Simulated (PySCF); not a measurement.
## Polarisability and C₆ of Ga²⁺ (gallium, charge +2)

[Ar] 3d10 4s1, 2S determinant. Calculation: PySCF 2.14, in def2-TZVPPD (7s5p5d1f, 54 functions); the non-relativistic Hamiltonian (point nucleus). Coupled (time-dependent) response in atomic units; α is the mean over directions.

```json
{"method": "UHF", "mean α (bohr³)": "12.76", "C₆ (like pair)": "37.98", "S(−4)": "155.6"}
{"method": "PBE", "mean α (bohr³)": "9.915", "C₆ (like pair)": "28.22", "S(−4)": "85.20"}
{"method": "PBE0", "mean α (bohr³)": "10.51", "C₆ (like pair)": "30.10", "S(−4)": "98.59"}
{"method": "BP86", "mean α (bohr³)": "9.848", "C₆ (like pair)": "27.96", "S(−4)": "84.01"}
{"method": "CAM-B3LYP", "mean α (bohr³)": "9.960", "C₆ (like pair)": "28.02", "S(−4)": "87.98"}
```

S(−4) is the Cauchy moment in α(ω) = α(0) + S(−4) ω² + …

α(iu) at BP86:

```csv
u (hartree),α(iu) (bohr³)
0,9.848
0.0500,9.642
0.100,9.082
0.200,7.423
0.300,5.792
0.500,3.621
0.750,2.293
1.00,1.621
1.50,0.9674
2.00,0.6541
3.00,0.3602
5.00,0.1585
```

A single London oscillator, α(iu) = α/(1 + u²/ω²), gives C₆ = (3/4) ω α². Matching the computed C₆ needs ω = 4 × 27.96 / (3 × 9.848²) = 0.384 hartree.

For an ion, C₆ is the dispersion term alone; charge-induced terms of lower order in 1/R come first.
